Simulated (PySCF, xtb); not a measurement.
Ga(Br)(OH)2 (BrGaH2O2), SMILES [OH][Ga]([OH])[Br].

GFN2-xTB (xtb) at its own geometry gives an orbital gap of 4.05 eV and a dipole moment of 4.20 D.

Geometry: PBE0-D3(BJ)/def2-SVP. The structure was generated by enumeration; whether it is a known compound was not checked. One conformer was computed; it need not be the lowest.

Q: What does PySCF with PBE/def2-TZVP give? (The exact figures need the calculation; the answer reports its results.)

A: gap 5.12 eV (levels -7.36 and -2.24 eV), dipole 1.51 D.
